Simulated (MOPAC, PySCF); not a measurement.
H5GeNSi, SMILES `[NH2][Ge][SiH3]` (lower singlet), neutral singlet in the gas phase. This singlet lies 1.44 eV below the relaxed triplet at the level frozen-core CCSD(T)/cc-pVDZ // PBE0-D3(BJ)/def2-TZVP (Ansatz).

Z-matrix (Å, degrees):
```
Si
H 1 1.4931
H 1 1.4932 2 106.61
H 1 1.4966 2 107.48 3 -115.00
Ge 1 2.4757 2 111.36 3 121.60
N 5 1.8184 1 92.90 2 120.74
H 6 1.0085 5 126.32 1 -0.09
H 6 1.0086 7 112.44 5 -179.82
```
Charge 0, multiplicity 1.

All levels are single points at this geometry (PBE0-D3(BJ)/def2-TZVP); Pople sets use spherical d functions. Orbital energies aren't observables, and empty levels follow the basis.

HF/3-21G in PySCF gives HOMO (eV) = -8.15.

Estimate the HOMO (eV) from each of these levels: PBE-D3(BJ)/def2-TZVP in PySCF; PBE0-D3(BJ)/def2-TZVP in PySCF; B3LYP/3-21G in PySCF; B3LYP/6-311+G** (LANL2DZ on Ge) in PySCF; B3LYP/6-31G* in PySCF; BP86/6-31G* in PySCF; M06-2X/6-31G* in PySCF; HF/6-31G* in PySCF; HF/STO-3G in PySCF; AM1 in MOPAC; PM3 in MOPAC; PM6 in MOPAC.


```json
[
 {"level": "PBE-D3(BJ)/def2-TZVP in PySCF", "HOMO (eV)": "-5.21"},
 {"level": "PBE0-D3(BJ)/def2-TZVP in PySCF", "HOMO (eV)": "-6.18"},
 {"level": "B3LYP/3-21G in PySCF", "HOMO (eV)": "-5.82"},
 {"level": "B3LYP/6-311+G** (LANL2DZ on Ge) in PySCF", "HOMO (eV)": "-6.04"},
 {"level": "B3LYP/6-31G* in PySCF", "HOMO (eV)": "-5.90"},
 {"level": "BP86/6-31G* in PySCF", "HOMO (eV)": "-5.23"},
 {"level": "M06-2X/6-31G* in PySCF", "HOMO (eV)": "-7.03"},
 {"level": "HF/6-31G* in PySCF", "HOMO (eV)": "-8.25"},
 {"level": "HF/STO-3G in PySCF", "HOMO (eV)": "-5.50"},
 {"level": "AM1 in MOPAC", "HOMO (eV)": "-7.88"},
 {"level": "PM3 in MOPAC", "HOMO (eV)": "-8.05"},
 {"level": "PM6 in MOPAC", "HOMO (eV)": "-7.40"}
]
```
